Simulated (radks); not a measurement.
Results of a calculation; reference values are marked as such.
Species: Al. Configuration: [Ne] 3s2 3p(up 0.75, down 0.25) (fractional occupations, a model configuration). Level of theory: scalar-relativistic Kohn-Sham, PBE, spin-polarised, spherical densities, finite nucleus; Fermi nuclear charge, rms radius 3.061 fm (a radial shooting solver on a logarithmic mesh with Libxc functionals).

Radial electron density D(r) = 4 pi r^2 rho(r):

```
   r/bohr * D(r) (the largest magnitude, 14.6, reaches the edge; | marks zero)
 0.008345 |   *
  0.01078 |     *
  0.01393 |        *
  0.01799 |             *
  0.02324 |                   *
  0.03002 |                           *
  0.03877 |                                    *
  0.05008 |                                             *
   0.0647 |                                                    *
  0.08357 |                                                      *
    0.108 |                                                  *
   0.1395 |                                         *
   0.1801 |                                 *
   0.2327 |                                *
   0.3006 |                                      *
   0.3883 |                                             *
   0.5016 |                                              *
   0.6479 |                                    *
   0.8369 |                     *
    1.081 |         *
    1.396 |    *
    1.804 |   *
     2.33 |   *
     3.01 |  *
    3.888 | *
    5.023 |*
    6.488 *
    8.381 *
    10.83 *
```

D(r) has 3 maxima, at r = 0.0803, 0.448, 2.08 bohr, and minima at 0.215, 1.65 bohr, inside which lie 2.20, 10.37 electrons.
